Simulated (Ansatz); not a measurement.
Start from `[SH][GaH][SH]` and change one atom or group to get `[SH][Ga]([SH])[SH]`.

Ansatz, PBE0-D4/def2-TZVP geometries, multiplicity 1. Each molecule was computed in one conformer, which needn't be the lowest.

Scalar relativity is left out up to krypton.

| property | `[SH][GaH][SH]` |
| --- | --- |
| HOMO–LUMO gap (ωB97M-V/def2-TZVPP) / eV | 10.27 |
| LUMO energy (ωB97M-V/def2-TZVPP) / eV | 0.53 |
| LUMO energy (B3LYP/def2-TZVPP) / eV | -1.42 |
| LUMO energy (PBE0/def2-TZVPP) / eV | -1.19 |
| size of the dipole moment (ωB97M-V/def2-TZVPP) / D | 0.50 |
| HOMO energy (PBE/def2-TZVPP) / eV | -6.40 |

Problem. What does the change do to each property? (Best estimate.)

Solution. Computed: 
```
                                          property  `[SH][Ga]([SH])[SH]`  shift
           HOMO–LUMO gap (ωB97M-V/def2-TZVPP) / eV                 10.76   0.49
             LUMO energy (ωB97M-V/def2-TZVPP) / eV                  0.92   0.39
               LUMO energy (B3LYP/def2-TZVPP) / eV                 -1.24   0.18
                LUMO energy (PBE0/def2-TZVPP) / eV                 -0.96   0.23
size of the dipole moment (ωB97M-V/def2-TZVPP) / D                  1.45   0.95
                 HOMO energy (PBE/def2-TZVPP) / eV                 -6.45  -0.05
```

With PBE0 the HOMO falls by 0.08 eV and the LUMO rises by 0.23 eV, so the gap widens by about 0.31 eV. PBE moves the HOMO by -0.05 eV and ωB97M-V by -0.10 eV. The zero-point energy changes by 6.4 kJ/mol with +3 modes. Dipoles are sizes alone; their direction can turn.

B3LYP here is the variant with VWN-RPA as its local correlation; programs differ in this.
